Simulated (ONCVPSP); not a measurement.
**Scattering properties, ONCV potential for Ga (Z = 31)**

```json
{
  "Element": "Ga (Z = 31)",
  "Generator": "ONCVPSP 4.0.1",
  "Type": "optimised norm-conserving Vanderbilt (ONCV)",
  "Functional": "PBEsol",
  "Relativity": "scalar-relativistic",
  "Frozen core": "[Ar] 3d10",
  "Valence charge": "3",
  "Reference configuration": "4s1 (charge +2)",
  "Partial waves": "4s: rc 1.90 bohr, ncon 5, nbas 10, qcut 2.8 1/bohr, 1 projector; p scattering state at 0.33 Ha: rc 1.85 bohr, ncon 3, nbas 7, qcut 3.9 1/bohr, 1 projector",
  "Local potential": "polynomial inside 1.45 bohr (lpopt 5, dvloc0 0 Ha)",
  "Core correction": "Teter function, fcfact 5, rcfact 1.25"
}
```

In the p channel the program set the typed energies aside and used 0.050 Ha.

The phase is arctan(r·R′/R) of the radial function R(r), unwrapped; energies in Ha, scanned from -2 to 5 Ha. A pole is an energy at which the radial function vanishes at the test radius. The pseudo phase is shifted by a multiple of π to meet the all-electron one at the reference energy, and phase errors are pseudo minus all-electron; the curves can meet again beyond the range given. Levels narrower than the energy grid can be missing from the lists of poles.

| channel | radius (bohr) | reference energy (Ha) | poles, all-electron | poles, pseudo | unbroken range about the reference energy with phases within 0.05 rad | phase error 1 Ha above the reference energy (rad) |
| --- | --- | --- | --- | --- | --- | --- |
| s | 1.92 | -0.96 | 0.87 | -0.17, 1.32 | below -0.3 | -2.962 |
| p | 1.88 | 0.05 | 1.87 | 1.50, 4.46 | -0.8 to 1.6 | -0.018 |

Note: ghosts flagged at negative energy: s at -0.35 eV; no localised positive-energy state flagged. A true bound ghost makes a file unfit for plane-wave use.

Phases in the s channel:

| E (Ha) | all-electron | pseudo |
| --- | --- | --- |
| -1.98 | 0.722 | 0.695 |
| -1.80 | 0.525 | 0.494 |
| -1.62 | 0.245 | 0.214 |
| -1.44 | -0.112 | -0.135 |
| -1.26 | -0.478 | -0.488 |
| -1.08 | -0.774 | -0.775 |
| -0.90 | -0.985 | -0.985 |
| -0.72 | -1.131 | -1.136 |
| -0.54 | -1.236 | -1.252 |
| -0.36 | -1.314 | -1.357 |
| -0.18 | -1.373 | -1.549 |
| 0.00 | -1.421 | -4.309 |
| 0.18 | -1.461 | -4.500 |
| 0.36 | -1.494 | -4.562 |
| 0.54 | -1.524 | -4.603 |
| 0.72 | -1.550 | -4.634 |
| 0.90 | -1.574 | -4.661 |
| 1.08 | -1.597 | -4.684 |
| 1.26 | -1.619 | -4.706 |
| 1.44 | -1.641 | -4.726 |
| 1.62 | -1.663 | -4.745 |
| 1.80 | -1.686 | -4.764 |
| 1.98 | -1.711 | -4.782 |
| 2.16 | -1.738 | -4.802 |
| 2.34 | -1.768 | -4.822 |
| 2.52 | -1.804 | -4.845 |
| 2.70 | -1.847 | -4.869 |
| 2.88 | -1.901 | -4.898 |
| 3.06 | -1.971 | -4.931 |
| 3.24 | -2.069 | -4.972 |
| 3.42 | -2.210 | -5.024 |
| 3.60 | -2.428 | -5.095 |
| 3.78 | -2.763 | -5.196 |
| 3.96 | -3.208 | -5.351 |
| 4.14 | -3.631 | -5.606 |
| 4.32 | -3.929 | -6.026 |
| 4.50 | -4.120 | -6.556 |
| 4.68 | -4.245 | -6.978 |
| 4.86 | -4.332 | -7.235 |
